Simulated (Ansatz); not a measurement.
`C#[C][In]([C]#C)[C]#C`, 10 atoms. Charge 0, multiplicity 1. Correlated methods include outer-core shells of In, which these sets cover unevenly. In takes the def2 core potential. Hardware: A = 2 threads of an AMD EPYC 7R13 on a shared host; B = 2 threads of an AMD EPYC 7R13 on a shared host and a share of an NVIDIA H100 80 GB. Correlated methods freeze the cores. Open-shell runs search over several starts.

Question: How many basis functions does each run have, and how long does it take in Ansatz? RKS CAM-B3LYP-D4/def2-TZVPP energy [B]; RKS PBE0-D4/def2-SVP energy [A]; RHF-MP2/def2-QZVPP energy [B]; RHF-CCSD(T)/def2-SVP energy [B]; RHF-CCSD(T)/def2-TZVPP energy [B]; UHF-MP2/def2-QZVPP energy of the cation [B]; UKS ωB97X-V/def2-TZVPP energy of the cation [B]; UKS B2PLYP (frozen core)/def2-TZVPP energy of the cation [B]; UKS r2SCAN-D4/def2-TZVPP energy of the cation [B]; RKS PBE-D4/def2-TZVPP energy and forces [B]; RKS revPBE-D4/def2-TZVPP energy [B]; direct RPA on PBE orbitals/def2-TZVPP energy [B]. (An estimate is asked.)

Answer: Computed: Other jobs shared the machine, so times are rough.

```tsv
level	job	functions	wall time	peak host memory (GiB)
RKS PBE0-D4/def2-SVP	energy [A]	125	2 s	0.51
RKS PBE-D4/def2-TZVPP	energy and forces [B]	278	3.8 s	0.81
RKS revPBE-D4/def2-TZVPP	energy [B]	278	4.2 s	0.81
RHF-CCSD(T)/def2-SVP	energy [B]	125	6.5 s	0.76
RHF-MP2/def2-QZVPP	energy [B]	514	7.5 s	1.1
direct RPA on PBE orbitals/def2-TZVPP	energy [B]	278	8 s	1.2
RKS CAM-B3LYP-D4/def2-TZVPP	energy [B]	278	8 s	0.82
RHF-CCSD(T)/def2-TZVPP	energy [B]	278	12 s	1.1
UKS ωB97X-V/def2-TZVPP	energy of the cation [B]	278	17 s	1.1
UKS r2SCAN-D4/def2-TZVPP	energy of the cation [B]	278	25 s	0.96
UKS B2PLYP (frozen core)/def2-TZVPP	energy of the cation [B]	278	36 s	1.2
UHF-MP2/def2-QZVPP	energy of the cation [B]	514	48 s	1.2
```
